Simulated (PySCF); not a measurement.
## Radial density of Li²⁺ (lithium, charge +2)

PBEsol, 1s1, 2S determinant. Calculation: PySCF 2.14, in an uncontracted even-tempered set (18 s from 0.25 bohr⁻², ratio 2.2; 7 p from 0.44 bohr⁻², ratio 2.4; 4 d from 1.3 bohr⁻², ratio 2.4; 3 f from 2 bohr⁻², ratio 2.4; 3 g from 3 bohr⁻², ratio 2.4); scalar relativity by spin-free X2C-1e.

```tsv
r (bohr)	4πr²ρ (e/bohr)	4πr²(ρα − ρβ)
0.00891	0.008182	0.0082
0.0150	0.02225	0.0222
0.0252	0.05904	0.0590
0.0424	0.1503	0.1503
0.0713	0.3567	0.3567
0.120	0.7515	0.7515
0.202	1.296	1.2965
0.339	1.603	1.6025
0.571	1.138	1.1382
0.960	0.3236	0.3236
1.61	0.02061	0.0206
2.72	0.0001058	0.0001
```

Densities and radii are taken from the X2C orbitals without a picture-change correction, which distorts them close to the nucleus.

For one electron the Hartree and exchange-correlation energies should cancel; what remains is the self-interaction error.
